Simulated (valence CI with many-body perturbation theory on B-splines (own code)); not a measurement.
# Tl XXXII: E2, M1 decay

Computed by configuration interaction combined with many-body perturbation theory (CI+MBPT): four valence electrons over a frozen Dirac-Fock core [Kr] 4d10, a basis of 8 s, 8 p, 9 d, 9 f, 6 g, 3 h, 2 i functions for each j, with the one-electron correlation potential Σ1 (screened to all orders), the two-electron term Σ2, the three-electron term Σ3, Breit, model QED; selected single and double excitations, second order for the rest, scaled by the run's own slope (own B-spline code, finite nucleus).

The last digits are not significant, and no measured levels were compared; by estimate large intervals hold to a few tenths of a per cent, small ones and those within an open d or f shell to about a per cent. Core correlation moves these levels by up to 4800 cm⁻¹, and in measured spectra 5 to 20 % of such shifts remained as error; rates that hang on mixing are uncertain with them. Only levels of the ground parity were solved; by the run's estimate the other parity begins above the list, which can be wrong where configurations are misplaced.

Lines 1 to 50 of 120 in falling wavelength, among levels below 204060 cm⁻¹, chosen from the decays that carry over 1 % of a level's rate. Wavelengths and rates use the calculated energies. Electric multipoles are in the length gauge, E1 and E2 with the static RPA response of the core. S is in atomic units (e²a₀⁴ for E2 and M2, e²a₀⁶ for E3), for M1 in squared Bohr magnetons. Weak lines are less certain than strong ones. Lines between different terms over intervals too small for the method are left out, as are lines whose strength nearly cancels. Where a level lies close to another of its J and parity, the split of strength between their lines is uncertain.

Levels are named by their leading jj configuration (3d3/2^4 stands for four electrons in 3d with j = 3/2), which in mixed levels can hold well under half, so a name can repeat and another be missing. Letters in brackets count levels of one name in rising energy.

```csv
λ vac (Å),Upper,Lower,Type,A (s⁻¹),S (a.u.)
12020,(4f5/2^3 4f7/2) J=2 [b],(4f5/2^3 4f7/2) J=3 [a],M1,5.94e+00,1.91e+00
11910,(4f5/2^3 4f7/2) J=8,(4f5/2^3 4f7/2) J=7,M1,1.09e+01,1.16e+01
9103,(4f5/2^2 4f7/2^2) J=0 [a],(4f5/2^2 4f7/2^2) J=1,M1,5.26e+01,1.47e+00
9101,(4f5/2^3 4f7/2) J=3 [a],(4f5/2^3 4f7/2) J=4 [a],M1,2.64e+01,5.17e+00
8986,(4f5/2^2 4f7/2^2) J=6 [b],(4f5/2^2 4f7/2^2) J=5 [a],M1,1.44e+01,5.03e+00
8161,(4f5/2^3 4f7/2) J=7,(4f5/2^3 4f7/2) J=6 [a],M1,6.72e+01,2.03e+01
8071,(4f5/2^3 4f7/2) J=2 [a],(4f5/2^3 4f7/2) J=1 [a],M1,2.66e+01,2.59e+00
6719,(4f5/2^2 4f7/2^2) J=3 [b],(4f5/2^2 4f7/2^2) J=2 [a],M1,3.06e+01,2.41e+00
5697,(4f5/2^3 4f7/2) J=3 [b],(4f5/2^3 4f7/2) J=4 [a],M1,3.70e+01,1.77e+00
5619,(4f5/2^3 4f7/2) J=2 [b],(4f5/2^3 4f7/2) J=1 [a],M1,2.84e+01,9.35e-01
4861,(4f5/2^2 4f7/2^2) J=5 [c],(4f5/2^2 4f7/2^2) J=4 [b],M1,2.92e+02,1.37e+01
4711,(4f5/2^3 4f7/2) J=6 [a],(4f5/2^3 4f7/2) J=5 [a],M1,5.08e+02,2.56e+01
4603,(4f5/2^2 4f7/2^2) J=5 [a],(4f5/2^2 4f7/2^2) J=4 [a],M1,2.80e+02,1.11e+01
4568,(4f5/2^2 4f7/2^2) J=1,(4f5/2^4) J=0,M1,3.94e+01,4.17e-01
4426,(4f5/2^3 4f7/2) J=1 [a],(4f5/2^4) J=2,M1,3.73e+02,3.60e+00
4388,(4f5/2^2 4f7/2^2) J=4 [a],(4f5/2^3 4f7/2) J=3 [b],M1,2.28e+02,6.43e+00
3986,(4f5/2^3 4f7/2) J=1 [b],(4f5/2^4) J=0,M1,4.97e+02,3.50e+00
3810,(4f5/2^2 4f7/2^2) J=8 [b],(4f5/2^2 4f7/2^2) J=8 [a],M1,2.10e+01,7.33e-01
3755,(4f5/2^2 4f7/2^2) J=9,(4f5/2^2 4f7/2^2) J=8 [a],M1,2.07e+02,7.73e+00
3428,(4f5/2^3 4f7/2) J=4 [a],(4f5/2^3 4f7/2) J=5 [a],M1,1.50e+02,2.01e+00
3407,(4f5/2^2 4f7/2^2) J=4 [a],(4f5/2^3 4f7/2) J=3 [a],M1,4.09e+02,5.40e+00
3237,(4f5/2^2 4f7/2^2) J=5 [a],(4f5/2^3 4f7/2) J=5 [b],M1,1.49e+02,2.06e+00
3207,(4f5/2^3 4f7/2) J=5 [b],(4f5/2^3 4f7/2) J=4 [a],M1,5.00e+02,6.72e+00
3165,(4f5/2^3 4f7/2) J=5 [a],(4f5/2^4) J=4,M1,1.54e+03,2.00e+01
3118,(4f5/2^3 4f7/2) J=3 [a],(4f5/2^4) J=2,M1,3.54e+02,2.78e+00
3103,(4f5/2^2 4f7/2^2) J=3 [b],(4f5/2^2 4f7/2^2) J=4 [a],M1,1.61e+02,1.24e+00
2994,(4f5/2^2 4f7/2^2) J=8 [a],(4f5/2^3 4f7/2) J=8,M1,1.02e+03,1.73e+01
2953,(4f5/2^2 4f7/2^2) J=8 [b],(4f5/2^2 4f7/2^2) J=7 [a],M1,4.36e+02,7.08e+00
2926,(4f5/2^2 4f7/2^2) J=7 [a],(4f5/2^3 4f7/2) J=7,M1,7.12e+02,9.92e+00
2887,(4f5/2^2 4f7/2^2) J=5 [b],(4f5/2^3 4f7/2) J=5 [b],M1,5.26e+02,5.16e+00
2873,(4f5/2^2 4f7/2^2) J=5 [b],(4f5/2^2 4f7/2^2) J=6 [a],M1,8.00e+01,7.74e-01
2858,(4f5/2^3 4f7/2) J=2 [a],(4f5/2^4) J=2,M1,5.69e+02,2.46e+00
2729,(4f5/2^3 4f7/2) J=4 [b],(4f5/2^3 4f7/2) J=5 [b],M1,2.81e+02,1.91e+00
2678,(4f5/2^2 4f7/2^2) J=4 [b],(4f5/2^3 4f7/2) J=3 [b],M1,1.18e+03,7.55e+00
2605,(4f5/2^2 4f7/2^2) J=2 [a],(4f5/2^3 4f7/2) J=2 [b],M1,3.96e+02,1.30e+00
2588,(4f5/2^3 4f7/2) J=3 [b],(4f5/2^4) J=2,M1,1.34e+03,6.02e+00
2567,(4f5/2^2 4f7/2^2) J=6 [a],(4f5/2^3 4f7/2) J=6 [a],M1,4.42e+02,3.60e+00
2557,(4f5/2^2 4f7/2^2) J=4 [c],(4f5/2^2 4f7/2^2) J=4 [a],M1,2.28e+02,1.27e+00
2556,(4f5/2^3 4f7/2) J=5 [b],(4f5/2^3 4f7/2) J=6 [a],M1,1.42e+02,9.66e-01
2520,(4f5/2^4) J=2,(4f5/2^4) J=4,E2,3.02e-02,1.37e-02
2511,(4f5/2^2 4f7/2^2) J=3 [a],(4f5/2^3 4f7/2) J=2 [b],M1,1.02e+02,4.20e-01
2492,(4f5/2^2 4f7/2^2) J=2 [a],(4f5/2^3 4f7/2) J=3 [b],M1,4.58e+02,1.31e+00
2479,(4f5/2^2 4f7/2^2) J=4 [a],(4f5/2^3 4f7/2) J=4 [a],M1,5.47e+02,2.78e+00
2476,(4f5/2^3 4f7/2) J=2 [b],(4f5/2^4) J=2,M1,3.35e+02,9.43e-01
2392,(4f5/2^2 4f7/2^2) J=8 [a],(4f5/2^3 4f7/2) J=7,M1,6.01e+02,5.19e+00
2385,(4f5/2^4) J=0,(4f5/2^3 4f7/2) J=1 [a],M1,9.77e-01,4.92e-04
2380,(4f5/2^2 4f7/2^2) J=6 [b],(4f5/2^3 4f7/2) J=5 [b],M1,4.96e+02,3.23e+00
2284,(4f5/2^2 4f7/2^2) J=2 [a],(4f5/2^3 4f7/2) J=2 [a],M1,2.42e+02,5.34e-01
2277,(4f5/2^2 4f7/2^2) J=4 [b],(4f5/2^3 4f7/2) J=3 [a],M1,3.73e+02,1.47e+00
2258,(4f5/2^2 4f7/2^2) J=5 [c],(4f5/2^3 4f7/2) J=5 [b],M1,4.69e+02,2.20e+00
```
